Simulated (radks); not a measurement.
Results of a calculation; reference values are marked as such.
Question: These are the eigenvalues of the occupied orbitals of an atom or ion with whole-number occupations (eV). Code: a radial shooting solver on a logarithmic mesh with Libxc functionals. Model: non-relativistic Kohn-Sham, MS2 meta-GGA, spin-unpolarised, spherical densities, point nucleus; meta-GGA in the generalised Kohn-Sham scheme.

orbital  eigenvalue
1s        -3581.891
2s        -419.3570
2p        -345.5949
3s         -90.3955
3p         -71.5611

Which element is it, and in what charge state? The configuration may be excited.

Answer: Z = 19, potassium, charge +4: K4+ in [Ne] 3s2 3p3. The list shows which subshells hold electrons but not how many an open one holds; the 1s level, -131.63 hartree, gives Z - s = 16.2 by -(Z - s)^2/2, which with screening narrows Z to a few neighbours, and the depths of the outer levels then fix element, charge and occupations together.
